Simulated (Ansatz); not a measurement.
## CH6BNO2 (SMILES OBNCO): name the method

CH6BNO2: 11 atoms, total charge 0, spin state singlet. As SMILES, `OBNCO`. Geometry: relaxed at PBE0-D4/def2-TZVP. This is a higher conformer, about 10 kJ/mol above the lowest found by a separate search.

```jsonl
{"atom": "O", "x (Å)": "-0.3653", "y (Å)": "1.8673", "z (Å)": "0.5240"}
{"atom": "B", "x (Å)": "-0.1510", "y (Å)": "0.7763", "z (Å)": "1.3107"}
{"atom": "N", "x (Å)": "0.0413", "y (Å)": "-0.5145", "z (Å)": "0.7616"}
{"atom": "C", "x (Å)": "-0.0745", "y (Å)": "-0.8271", "z (Å)": "-0.6213"}
{"atom": "O", "x (Å)": "0.8335", "y (Å)": "-0.0164", "z (Å)": "-1.3606"}
{"atom": "H", "x (Å)": "-0.1459", "y (Å)": "1.6847", "z (Å)": "-0.3973"}
{"atom": "H", "x (Å)": "-0.1355", "y (Å)": "0.9159", "z (Å)": "2.4996"}
{"atom": "H", "x (Å)": "0.3440", "y (Å)": "-1.2657", "z (Å)": "1.3548"}
{"atom": "H", "x (Å)": "-1.0958", "y (Å)": "-0.6290", "z (Å)": "-0.9783"}
{"atom": "H", "x (Å)": "0.1421", "y (Å)": "-1.8900", "z (Å)": "-0.7746"}
{"atom": "H", "x (Å)": "0.6727", "y (Å)": "-0.1585", "z (Å)": "-2.2982"}
```

Orbital energies are those of the mean-field step.

A calculation with Ansatz 0.2.0 gave:

```yaml
total_energy: -271.8284 Eh
HOMO_energy: -6.97 eV
LUMO_energy: 1.22 eV
HOMO–LUMO_gap: 8.18 eV
```

Task: Which of these levels gave the numbers?
A. B3LYP/6-31G* (spherical functions)
B. CCSD(T)/def2-SVP
C. PBE0/def2-SVP
D. B3LYP/6-31G* (Cartesian functions)

Result: A. The others give -270.9236 Eh (CCSD(T)/def2-SVP), -271.3364 Eh (PBE0/def2-SVP), -271.8331 Eh (B3LYP/6-31G* (Cartesian functions)).
